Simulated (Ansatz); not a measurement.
Abstraction of Cl: GeH(CH3)2Cl + C2H5Si2 → GeH(CH3)2 + C2H5ClSi2

Gas-phase species: GeH(CH3)2Cl, singlet; C2H5Si2 `[SiH2]C#C[SiH3]`, doublet; GeH(CH3)2, doublet; C2H5ClSi2 `[SiH3]C#C[SiH2]Cl`, singlet. A radical takes Cl: the energy is the difference in strength between the Ge–Cl bond broken and the Si–Cl bond made.

Shapes, held fixed at every level: PBE0-D4/def2-TZVP. Programs: Ansatz 0.2.0. Electronic energies: no zero-point or thermal term.

(1) Estimate ΔE of this reaction.

## Answers

(1) B2PLYP/def2-TZVPP gives ΔE = -21.2 kJ/mol; the levels span -21.2 to -10.9. The median of the levels is -17.5. No measured value is set beside it here. Spin contamination: C2H5Si2 (⟨S²⟩ up to 0.88). Open shells run unrestricted. Relativity is left out for Ge. Outer-core shells of Ge are correlated, in sets that cover them unevenly.

```
                level                    kind  ΔE (kJ/mol)
        HF/def2-TZVPP            Hartree–Fock        -16.8
     SPW92/def2-TZVPP                     LDA        -10.9
  B3LYP-D4/def2-TZVPP           global hybrid        -17.5
  BHLYP-D4/def2-TZVPP           global hybrid        -19.1
r2SCAN0-D4/def2-TZVPP           global hybrid        -14.7
   wB97X-V/def2-TZVPP  range-separated hybrid        -19.7
    B2PLYP/def2-TZVPP           double hybrid        -21.2
```
